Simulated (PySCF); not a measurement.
An equivalent PySCF input for Si⁺ (silicon, charge +1), [Ne] 3s2 3p1, 2P determinant, with the non-relativistic Hamiltonian (point nucleus):

```python
from pyscf import gto, scf, dft, mp, cc
import basis_set_exchange as bse
mol = gto.M(atom="Si 0 0 0", charge=1, spin=1, symmetry="D2h",
            basis=gto.basis.parse(bse.get_basis("def2-TZVP", elements=["Si"], fmt="nwchem", header=False)))
mf = scf.UHF(mol)
mf.irrep_nelec = {'Ag': (3, 3), 'B1u': (1, 1), 'B2u': (2, 1), 'B3u': (1, 1)}
mf.kernel()
```

It reaches the same state as the run whose output follows, and the same energy. The run itself started from symmetry-adapted Hartree-Fock orbitals and held the occupation by maximum overlap, so the iterations belong to that start.

```
SCF conv_tol = 1e-09
number electrons alpha = 7  beta = 6
cycle= 1 E= -288.56912075409  delta_E= -0.00393  |g|= 0.0233  |ddm|= 0.0597
cycle= 2 E= -288.569839768047  delta_E= -0.000719  |g|= 0.0103  |ddm|= 0.0254
cycle= 3 E= -288.570013533855  delta_E= -0.000174  |g|= 0.00056  |ddm|= 0.02
cycle= 4 E= -288.570014014431  delta_E= -4.81e-07  |g|= 0.000109  |ddm|= 0.00168
cycle= 5 E= -288.570014033473  delta_E= -1.9e-08  |g|= 2.96e-05  |ddm|= 0.000442
cycle= 6 E= -288.570014034755  delta_E= -1.28e-09  |g|= 4.57e-06  |ddm|= 0.000141
cycle= 7 E= -288.570014034785  delta_E= -2.94e-11  |g|= 5.98e-07  |ddm|= 2.52e-05
converged SCF energy = -288.570014034785  <S^2> = 0.76628628  2S+1 = 2.0162205
```
